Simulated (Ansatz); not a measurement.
Basis sets compared for MoH₄. Charge 0, multiplicity 3. Geometry r2SCAN-D4/def2-TZVP. Ansatz on 2 threads of AMD EPYC 7R13 on a shared host; times are rough, and most runs start from earlier orbitals.

Cartesian coordinates in Å:
```
Mo 0.000 0.000 0.000
H -0.901 -0.836 1.158
H 0.822 1.276 0.740
H -1.036 0.610 -1.186
H 1.114 -1.050 -0.712
```

In the def2 sets Mo takes a core potential; there is no spin–orbit coupling.

Binding counts from free atoms (Mo septet, H doublet) in the same basis, without a counterpoise term.

```csv
level,functions,energy (Eh),HOMO (eV),LUMO (eV),binding per atom (eV),wall time
PBE-D4/def2-SVP,51,-70.4869,-5.57,-3.43,2.13,0.7 s
PBE-D4/def2-TZVP,64,-70.5128,-5.59,-3.45,2.12,0.86 s
r2SCAN-D4/def2-TZVP,64,-70.5299,-6.13,-2.97,2.05,1.4 s
PBE0-D4/def2-SVP,51,-70.4510,-7.28,-2.21,2.00,0.81 s
PBE0-D4/def2-TZVP,64,-70.4755,-7.29,-2.23,2.00,1.3 s
```

**Question.** Estimate the rows for PBE-D4/def2-TZVPD, r2SCAN-D4/def2-TZVPD, PBE0-D4/def2-TZVPD.

**Answer.** 
| level | functions | energy (Eh) | HOMO (eV) | LUMO (eV) | binding per atom (eV) | wall time |
| --- | --- | --- | --- | --- | --- | --- |
| PBE-D4/def2-TZVPD | 76 | -70.5135 | -5.61 | -3.49 | 2.13 | 1 s |
| r2SCAN-D4/def2-TZVPD | 76 | -70.5304 | -6.14 | -3.00 | 2.05 | 1.8 s |
| PBE0-D4/def2-TZVPD | 76 | -70.4762 | -7.30 | -2.24 | 2.00 | 1 s |
